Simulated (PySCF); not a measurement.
B3LYP has the VWN-RPA correlation part, as in Gaussian. 

```xyz
8

C      1.7608     0.2661    -0.1941
B      0.4207    -0.0806    -0.2504
B     -1.1471    -0.5803    -0.3343
O     -2.2548     0.1929    -0.1754
H      2.5555    -0.4595    -0.3387
H      2.1072     1.2768    -0.0031
H     -1.3574    -1.7386    -0.5568
H     -2.0850     1.1233     0.0039
```

Charge 0, multiplicity 1.

Give the Mulliken and meta-Löwdin atomic charges from B3LYP-D3(BJ)/def2-TZVP run with PySCF.


| atom | Mulliken (e) | meta-Löwdin (e) |
|---|---|---|
| C1 | -0.25 | -0.42 |
| B2 | -0.12 | 0.08 |
| B3 | 0.16 | 0.12 |
| O4 | -0.37 | -0.46 |
| H5 | 0.14 | 0.16 |
| H6 | 0.14 | 0.16 |
| H7 | -0.01 | 0.01 |
| H8 | 0.32 | 0.35 |
